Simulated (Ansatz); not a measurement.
Computed with Ansatz on PBE0-D4/def2-TZVP structures; ΔE is electronic, products minus reactants. CCSD(T)/CBS is the MP2 limit (def2-TZVPP, def2-QZVPP) plus CCSD(T) − MP2 in def2-TZVPP, frozen cores. This one scheme is used for every species. DFT in def2-TZVPP. B3LYP here is the variant with VWN-RPA as its local correlation; programs differ in this. Elements past krypton have def2 core potentials. For Sn outer-core shells are correlated without core-valence functions, which leaves a few kJ/mol of doubt a bond. Each species was taken in one conformer, which may not be the lowest.

Consider the hydrogenolysis of the Sn–O bond: `C[O][SnH]([OH])[Cl]` + H₂ → `[OH][SnH2][Cl]` + CH₃OH.

```
             level  ΔE (kcal/mol)
          B3LYP-D4            2.0
            r2SCAN            2.2
             B3LYP           -0.7
   CCSD/def2-TZVPP            0.0
     HF/def2-QZVPP           -3.3
SCS-MP2/def2-QZVPP            3.4
     MP2/CBS(def2)            5.0
    CCSD/CBS(def2)            1.6
```

(1) What does CCSD(T)/CBS give? (Best estimate.)

Largest T1 diagnostic among the species: 0.013.

Answers

(1) Ansatz gave: +3.2 kcal/mol. The listed levels differ from it by -1.2, -1.0, -3.9, -3.2, -6.5, 0.2, 1.8, -1.6 kcal/mol.

The D4 term adds +2.7 kcal/mol with B3LYP and +1.5 kcal/mol with PBE0; it sums over pairs of atoms, weighted by their polarisabilities, and B3LYP, whose exchange is more repulsive, gets the larger term. From PBE to PBE0 (25 % exact exchange), in def2-TZVPP and without D4, ΔE moves by −1.8 kcal/mol. In def2-TZVPP, CCSD(T) changes the Hartree–Fock value by +5.3 kcal/mol (the triples alone add +1.6 kcal/mol) and MP2 by +7.1 kcal/mol.
